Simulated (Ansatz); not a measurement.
One change: `NB(F)[SiH3]` becomes `NBF`.

Ansatz, PBE0-D4/def2-TZVP geometries, multiplicity 1. Each molecule was computed in one conformer, which needn't be the lowest.

| property | `NB(F)[SiH3]` |
| --- | --- |
| LUMO energy (ωB97M-V/def2-TZVPP) / eV | 1.76 |
| LUMO energy (PBE0/def2-TZVPP) / eV | -0.18 |
| ideal-gas entropy at 298 K and 1 bar (rigid rotor, harmonic PBE0-D4/def2-TZVP) / J/(mol·K) | 319 |
| HOMO energy (B3LYP/def2-TZVPP) / eV | -8.13 |
| HOMO energy (PBE/def2-TZVPP) / eV | -6.99 |
| HOMO–LUMO gap (ωB97M-V/def2-TZVPP) / eV | 12.28 |

Task: Give the same properties after the change, and the shifts. (Best estimate.)

Result: Computed: 
```json
{"property": "LUMO energy (ωB97M-V/def2-TZVPP) / eV", "`NBF`": "2.27", "shift": "0.51"}
{"property": "LUMO energy (PBE0/def2-TZVPP) / eV", "`NBF`": "0.92", "shift": "1.10"}
{"property": "ideal-gas entropy at 298 K and 1 bar (rigid rotor, harmonic PBE0-D4/def2-TZVP) / J/(mol·K)", "`NBF`": "257", "shift": "-62"}
{"property": "HOMO energy (B3LYP/def2-TZVPP) / eV", "`NBF`": "-8.32", "shift": "-0.19"}
{"property": "HOMO energy (PBE/def2-TZVPP) / eV", "`NBF`": "-7.11", "shift": "-0.12"}
{"property": "HOMO–LUMO gap (ωB97M-V/def2-TZVPP) / eV", "`NBF`": "13.25", "shift": "0.97"}
```

With PBE0 the HOMO falls by 0.24 eV and the LUMO rises by 1.10 eV, so the gap widens by about 1.34 eV. PBE moves the HOMO by -0.12 eV and ωB97M-V by -0.47 eV. The zero-point energy changes by -42.3 kJ/mol with -9 modes.

B3LYP here is the variant with VWN-RPA as its local correlation; programs differ in this.
